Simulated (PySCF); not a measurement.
State search for TeO

Unrestricted PBE0; basis Te x2c-SVPall, O x2c-SVPall; spin-free X2C with a Gaussian nucleus; PySCF 2.14. Outer shells of the fragments: Te 4d10 5s2 5p4; O 2s2 2p4.

Followed along the bond (rough minima from three points):

```
2Ms+1    unpaired  ⟨S²⟩ at the start  R at minimum (Å)  Te (eV)
    3        π ↑↑               2.01              1.85     0.00
    1        π ↑↓               1.01              1.85     0.29
    1        none               0.00              1.85     1.15
    5  σ ↑, π ↑↑↑               6.01  none in the scan   ≤ 3.46
```

Solutions found at the starting distance of 1.920 Å, counted from the lowest of them; the search is not exhaustive and high or unbound solutions are not listed, so other states can lie among these:

```json
{"2Ms+1": "3", "unpaired": "π ↑↑", "term": "³Σ⁻", "E (eV)": "0.00", "⟨S²⟩": "2.01", "⟨Lz²⟩": "0.00", "μ (D)": "-2.99"}
{"2Ms+1": "1", "unpaired": "π ↑↓", "term": "mixed", "E (eV)": "0.29", "⟨S²⟩": "1.01", "⟨Lz²⟩": "2.01", "μ (D)": "-3.04"}
{"2Ms+1": "1", "unpaired": "none", "term": "mixed", "E (eV)": "1.15", "⟨S²⟩": "0.00", "⟨Lz²⟩": "2.00", "μ (D)": "-3.12"}
{"2Ms+1": "3", "unpaired": "π ↑↑", "term": "mixed", "E (eV)": "2.32", "⟨S²⟩": "2.01", "⟨Lz²⟩": "2.01", "μ (D)": "-1.59"}
{"2Ms+1": "3", "unpaired": "σ ↑, π ↑", "term": "³Π", "E (eV)": "3.65", "⟨S²⟩": "2.01", "⟨Lz²⟩": "1.01", "μ (D)": "-2.34"}
{"2Ms+1": "3", "unpaired": "σ ↑, π ↑", "term": "³Π", "E (eV)": "3.67", "⟨S²⟩": "2.01", "⟨Lz²⟩": "1.00", "μ (D)": "-2.23"}
```

A term symbol is given only where ⟨S²⟩ and ⟨Lz²⟩ are close to those of a pure state; real π, δ and φ orbitals otherwise mix terms. A positive dipole means Te(−)O(+).

Spin–orbit coupling is left out. Counting both spins, an empty level lies below a filled one in some of these solutions, because spin and occupation are held.
